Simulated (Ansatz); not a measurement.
Job for Ansatz (a first-principles code): U-CCSD(T)/cc-pV(D+d)Z on AlFH2 (SMILES [F][AlH2]), a point of a bond scan (R = 2.119 Å). Files ending in .json are basis or fitting sets from the Basis Set Exchange.

Ansatz 0.2 input:
```yaml
crystal:
  periodic: [false, false, false]
  atoms:
    - {symbol: Al, position_ang: [-0.24669394, -0.47884971, 0.15840895]}
    - {symbol: H, position_ang: [0.72183834, -1.60386024, 1.67095308]}
    - {symbol: H, position_ang: [-1.58943775, -0.85928261, -0.56046382]}
    - {symbol: F, position_ang: [0.48063574, 0.93294664, -0.30862939]}
basis:
  gaussian:
    orbitals: cc-pV_D+d_Z.json
correlation: {method: ccsd_t, electrons: outside_noble_gas}
scf: {omitted_lower_state_checks: [cluster_reference]}
magnetization: {spin_polarized: true, initial_magnetization: 0}
```

The head of its log:

```
WARN ansatz: RAYON_NUM_THREADS=1 ignored (pool sized by the plan → 1); use --threads N
Functional definition: HF
these checks for a lower state are left out or cut short: cluster_reference
integrals: 0.02 GiB planned
461 factors; integrals over basis functions are off by at most 1.1e-3 eV
mean field: 0.10 GiB planned
mean field evaluation 1: about -9319.2614 eV, gradient 2.0e1 eV
mean field evaluation 2: about -9319.2766 eV, gradient 2.0e1 eV
mean field evaluation 4: about -9320.9906 eV, gradient 1.0e0 eV
mean field evaluation 8: about -9321.0103 eV, gradient 1.3e-3 eV
mean field evaluation 16: about -9320.9499 eV, gradient 6.8e-1 eV
mean field -9321.01027029 eV, -342.5408094253 hartree, gradient 2.9e-6 eV, S^2 0.000000; 2 other end points of the search recorded, 0 dependent functions left out
6 core orbitals not correlated
reference -9321.01027029 eV, -342.5408094253 hartree; 6, 6 occupied and 35, 35 virtual orbitals, 461 factors
```

**Question.** What total energy does the run end on?

**Answer.** -342.8250 hartree (reference determinant -342.5408, T1 diagnostic 0.016).
